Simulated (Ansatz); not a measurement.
AlH$_{4}$OPSi, relaxed with RKS PBE0-D4/def2-TZVP in Ansatz 0.2.0 from a PBE-D4/def2-SVP geometry. The force threshold is 0.005 eV/Å; the program also tests the step.

The species carries charge 0 and has multiplicity 1. The bonds changed during the relaxation, so this is another structure than the one it started from.

Start:

```xyz
8

O    -0.194    1.155    1.111
P    -0.919    1.004   -0.705
Al   -0.360   -0.733    0.853
Si    0.868   -0.389   -1.138
H    -0.878    1.616    1.644
H    -1.098   -1.577    1.979
H     2.210    0.205   -1.496
H     0.371   -1.282   -2.247
```

| step | energy (eV) | largest force (eV/Å) | largest move (Å) |
| --- | --- | --- | --- |
| 1 | -25864.9271 | 0.734 | 0.000 |
| 2 | -25864.9636 | 0.321 | 0.027 |
| 3 | -25864.9737 | 0.064 | 0.025 |
| 4 | -25864.9743 | 0.044 | 0.013 |
| 5 | -25864.9746 | 0.021 | 0.004 |
| 6 | -25864.9747 | 0.014 | 0.003 |
| 7 | -25864.9748 | 0.004 | 0.004 |

End:

```xyz
8

O    -0.209    1.131    1.086
P    -0.898    0.990   -0.681
Al   -0.350   -0.728    0.852
Si    0.856   -0.381   -1.132
H    -0.866    1.596    1.617
H    -1.091   -1.551    1.974
H     2.185    0.198   -1.479
H     0.372   -1.255   -2.236
```

It took 34 s on 2 threads of an Arm Neoverse V1 on a shared host, with 0.39 GiB of host memory at the peak.
